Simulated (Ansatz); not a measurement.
**Match the barriers**

Saddle point of BH₄SBr, singlet (BH₃S ([BH2][SH]) + HBr → BH₂Br ([BH2][Br]) + H₂S (still joined by a long B–S bond); bonds formed: B1–Br6, S2–H5; bonds broken: H5–Br6; bonds weakened to dative contacts: B1–S2), PBE0-D4/def2-TZVP structure:

```xyz
7
angstrom
B -0.5876 -0.3329 -0.3926
S 1.2494 0.0712 -0.6935
H -0.7953 -1.4983 -0.5026
H -1.3794 0.5037 -0.6825
H 0.8298 -0.0029 1.0141
Br -0.4700 -0.1523 1.9505
H 1.1531 1.4115 -0.6933
```

Ansatz 0.2.0; basis: def2-TZVPP, with def2-QZVPP for the basis limit; cores frozen in the correlated methods. Filled d shells of the heavier atoms are correlated. The def2 sets are not built for correlating such inner shells, so the correlated values are less sure here. Extrapolation: Hartree–Fock as exp(−7.88 √X), correlation as X^−2.97. Four methods, as single points on the PBE0-D4 structures, gave these electronic barriers from the start structure: 0.29, 9.44, 15.63, 30.23 kcal/mol.

**Question.** The methods were, in alphabetical order, CCSD(T), HF, r2SCAN-D4, SPW92. Which gave which? (Judge from chemistry; the calculation decides.)

**Answer.** The calculation gives: SPW92 0.29; r2SCAN-D4 9.44; CCSD(T) 15.63; HF 30.23 kcal/mol. For comparison, CCSD(T) at an estimated basis limit (MP2 extrapolated from triple and quadruple zeta, plus CCSD(T) − MP2 in triple zeta) gives 14.36 kcal/mol.

T1 diagnostic: at most 0.011.

Labels in which every atom is bracketed show which atoms are joined, not bond orders.

For scale, one of the runs: CCSD(T)/def2-TZVPP, 177 basis functions (an equivalent command: `ansatz run in.yaml --threads 2`). Time: 67 s of wall clock on 2 CPU threads; the host was shared. Peak host memory: 1.6 GiB.
